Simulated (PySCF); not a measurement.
## CH8NSi2: g tensor and hyperfine couplings

CH₈NSi₂ (doublet state).
Z-matrix (Å and degrees, GFN2-xTB geometry), rows numbered from 1:
```
C 
Si  1  1.9068
N   2  1.7318  1  104.02
Si  2  2.2779  1  117.26  3   115.22
H   1  1.0864  2  110.59  3  -175.53
H   1  1.0873  2  112.45  3    64.27
H   1  1.0865  2  110.91  3   -56.27
H   2  1.4840  1  106.34  3  -120.06
H   3  1.0074  2  118.57  1   -40.34
H   3  1.0064  2  119.15  1  -178.02
H   4  1.4660  2  118.22  1    71.47
H   4  1.4651  2  121.91  1   -61.84
```

The hyperfine couplings belong to this conformer and change with its torsions.

As a line formula: `C[Si@@H](N)[SiH2]` [radical].

Method used: UKS B3LYP, pcH-1 on C H N Si, non-relativistic, mean-field spin-orbit, GIAO in PySCF 2.14.0. One conformer (not necessarily the lowest) at the GFN2-xTB geometry, without solvent, vibrations or thermal averaging. The geometry wasn't refined by DFT: couplings that depend on bond lengths, twists or pyramidal angles can differ widely from those at the functional's own minimum, by a factor of two or more for some ions and for spin on atoms past the first row. The SCF solution wasn't tested for stability.

* g1, g2, g3: 2.00206, 2.00463, 2.00628
* g_iso: 2.00432
* Form of g: rhombic: the two nearest values differ by 39 % of g3 − g1
* ⟨S²⟩: 0.7527 (exact 0.7500)

Isotropic coupling and dipolar principal values T1 to T3, in MHz; ρ(0) is the spin density at the nucleus:

```json
{"atom": "C1", "isotope": "13C", "a_iso": "34.1", "of which spin–orbit": "0.0", "T1": "-3.2", "T2": "-3.1", "T3": "6.3", "Mulliken spin population": "0.03", "ρ(0) (bohr⁻³)": "0.0303"}
{"atom": "Si2", "isotope": "29Si", "a_iso": "-7.2", "of which spin–orbit": "0.0", "T1": "-7.0", "T2": "1.6", "T3": "5.4", "Mulliken spin population": "0.02", "ρ(0) (bohr⁻³)": "0.0082"}
{"atom": "N3", "isotope": "14N", "a_iso": "-0.6", "of which spin–orbit": "0.0", "T1": "-0.3", "T2": "-0.1", "T3": "0.4", "Mulliken spin population": "0.00", "ρ(0) (bohr⁻³)": "-0.0018"}
{"atom": "Si4", "isotope": "29Si", "a_iso": "-277.8", "of which spin–orbit": "0.9", "T1": "-177.6", "T2": "88.0", "T3": "89.7", "Mulliken spin population": "1.01", "ρ(0) (bohr⁻³)": "0.3137"}
{"atom": "H5", "isotope": "1H", "a_iso": "-1.2", "of which spin–orbit": "0.0", "T1": "-2.7", "T2": "-0.7", "T3": "3.4", "Mulliken spin population": "0.00", "ρ(0) (bohr⁻³)": "-0.0003"}
{"atom": "H6", "isotope": "1H", "a_iso": "17.2", "of which spin–orbit": "0.0", "T1": "-2.0", "T2": "-0.7", "T3": "2.7", "Mulliken spin population": "0.01", "ρ(0) (bohr⁻³)": "0.0038"}
{"atom": "H7", "isotope": "1H", "a_iso": "-1.9", "of which spin–orbit": "0.0", "T1": "-2.6", "T2": "-0.6", "T3": "3.1", "Mulliken spin population": "0.00", "ρ(0) (bohr⁻³)": "-0.0004"}
{"atom": "H8", "isotope": "1H", "a_iso": "-5.5", "of which spin–orbit": "0.0", "T1": "-2.5", "T2": "-1.3", "T3": "3.7", "Mulliken spin population": "0.00", "ρ(0) (bohr⁻³)": "-0.0012"}
{"atom": "H9", "isotope": "1H", "a_iso": "-2.0", "of which spin–orbit": "0.0", "T1": "-1.2", "T2": "-0.8", "T3": "2.0", "Mulliken spin population": "0.00", "ρ(0) (bohr⁻³)": "-0.0005"}
{"atom": "H10", "isotope": "1H", "a_iso": "-0.4", "of which spin–orbit": "0.0", "T1": "-2.3", "T2": "-1.1", "T3": "3.4", "Mulliken spin population": "0.00", "ρ(0) (bohr⁻³)": "-0.0001"}
{"atom": "H11", "isotope": "1H", "a_iso": "-17.1", "of which spin–orbit": "0.0", "T1": "-10.8", "T2": "2.3", "T3": "8.5", "Mulliken spin population": "-0.03", "ρ(0) (bohr⁻³)": "-0.0038"}
{"atom": "H12", "isotope": "1H", "a_iso": "-7.5", "of which spin–orbit": "0.0", "T1": "-10.8", "T2": "2.7", "T3": "8.1", "Mulliken spin population": "-0.02", "ρ(0) (bohr⁻³)": "-0.0017"}
```

The largest Mulliken spin population is on Si4 (+1.01). The angles at Si4 add up to 345.4°, so it is pyramidal.

Axes: g2 points within 11° of the Si2–Si4 bond.

Under fast tumbling the dipolar parts average out, and these isotropic splittings remain: 2 × 1H (H11/H12, I = 1/2, 3 lines) with 0.44 mT, 1 × 1H (H8, I = 1/2, 2 lines) with 0.20 mT, 3 × 1H (H5/H6/H7, I = 1/2, 4 lines) with 0.17 mT and 2 × 1H (H9/H10, I = 1/2, 3 lines) with 0.04 mT.

Means are taken over nuclei equivalent by connectivity, which assumes that they swap fast. The three 1H nuclei of mean +4.7 MHz run from -1.9 to 17.2 MHz in the frozen geometry. The 1H value of -12.3 MHz is a mean of couplings from -17.1 to -7.5 MHz in this one geometry, not an average over conformers.

The 29Si coupling of Si4 (-277.8 MHz) shows only in satellite lines or after enrichment, since that isotope makes up about 4.7 % of natural silicon.

The 13C coupling of C1 (34.1 MHz) shows only in satellite lines or after enrichment, since that isotope makes up about 1.07 % of natural carbon.

β density exceeds α density at some nuclei, such as H11/H12 (-0.0028), N3 (-0.0018) and H8 (-0.0012), spin density in bohr⁻³. In a single determinant that takes different orbitals for the two spins, that is spin polarisation.
